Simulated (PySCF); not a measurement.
**C4H10BBr: core ionisation energies**

Species: C4H10BBr.
Atom-mapped SMILES: `[CH3:1][B:2]([CH3:3])[CH2:4][CH2:5][Br:6]`

Geometry (PBE0-D3(BJ)/def2-SVP, Å), atoms numbered from 1 in this order:
```
atom  x, y, z in Å
C1    -1.0597    1.4087    0.7057
B2    -0.7940   -0.1256    0.4812
C3    -1.9915   -1.1423    0.4637
C4     0.6729   -0.6804    0.2690
C5     1.8021    0.3179    0.2958
Br6    3.5558   -0.5095    0.0406
H7    -2.1170    1.6805    0.8371
H8    -0.6532    1.9944   -0.1381
H9    -0.4997    1.7625    1.5902
H10   -2.7058   -0.8486   -0.3266
H11   -1.7193   -2.1973    0.3142
H12   -2.5627   -1.0552    1.4054
H13    0.6717   -1.2385   -0.6866
H14    0.8337   -1.4681    1.0293
H15    1.8721    0.8465    1.2552
H16    1.7198    1.0659   -0.5033
```

Method: delta-SCF UKS SCAN, pcX-2 on the ionised atom, pcseg-1 elsewhere, spin-free X2C (PySCF 2.14.0). Vertical ΔSCF values, vacuum level as zero.

Q: What binding energy does each computed site have?

A: 
| atom(s) | environment | level | binding energy (eV) | above the level's lowest (eV) | count |
| --- | --- | --- | --- | --- | --- |
| B2 | three-coordinate boron | B 1s | 195.75 | 0.00 | 1 |
| C1/C3 | sp3 carbon bound to boron | C 1s | 290.23 | 0.00 | 2 |
| C4 | sp3 carbon bound to boron | C 1s | 290.29 | +0.06 | 1 |
| C5 | sp3 C–Br carbon | C 1s | 291.72 | +1.49 | 1 |

The listed C 1s values span 1.49 eV, from C1/C3 (bonded to 3 H and B) to C5 (bonded to Br, C and 2 H).

Q: Give the binding energy of C 1s of C1/C3 in hartree and in kJ/mol.

A: 290.23 eV = 10.6658 Eh = 28003 kJ/mol.

One atom of each set of topologically equivalent atoms was ionised and stands for the set; in this conformer not all members are related by symmetry, and their own values weren't computed. No level of bromine is listed. Geometry: PBE0-D3(BJ)/def2-SVP, one conformer, isolated molecule.
